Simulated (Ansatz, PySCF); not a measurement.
This Ansatz (an electronic-structure program) input computes a SVWN5/def2-TZVPD energy:

Ansatz 0.2 input:
```yaml
crystal:
  periodic: [false, false, false]
  atoms:
    - {symbol: Al, position_ang: [0.00014859, -0.10214327, 0.06835206]}
    - {symbol: C, position_ang: [-0.00216366, 1.48733853, -0.99529469]}
    - {symbol: H, position_ang: [-0.73084970, 2.18583221, -0.57908772]}
    - {symbol: H, position_ang: [-0.27443525, 1.22291216, -2.01903874]}
    - {symbol: H, position_ang: [0.99752483, 1.92570497, -0.97157135]}
    - {symbol: F, position_ang: [0.00209004, -1.43673534, 0.96143213]}
basis:
  gaussian:
    orbitals: def2-TZVPD
hamiltonian:
  xc: {name: SVWN5}
total_charge: 1
output: {forces: true}
```

Question: Write an input for the same energy in PySCF and say what it gives.

Answer: 
```python
from pyscf import gto, scf, dft

mol = gto.M(
    atom='''
    Al    0.00014859   -0.10214327    0.06835206
    C    -0.00216366    1.48733853   -0.99529469
    H    -0.73084970    2.18583221   -0.57908772
    H    -0.27443525    1.22291216   -2.01903874
    H     0.99752483    1.92570497   -0.97157135
    F     0.00209004   -1.43673534    0.96143213
    ''',
    basis='def2-tzvpd',
    charge=1,
    spin=0,
    verbose=4,
)

mf = dft.RKS(mol, xc='svwn').density_fit(auxbasis='def2-universal-jkfit')
mf.grids.level = 3
mf.conv_tol = 1e-9
mf.max_cycle = 100
mf.max_memory = 1500
mf.kernel()
if not mf.converged:
    mf = mf.newton()
    mf.kernel(mf.make_rdm1())
mf.analyze()
```
It gives -379.96231 Eh, and Ansatz -379.96226 Eh, a difference of 0.05 mEh, from the treatment of integrals and grids.

It need not be the lowest isomer of its formula.
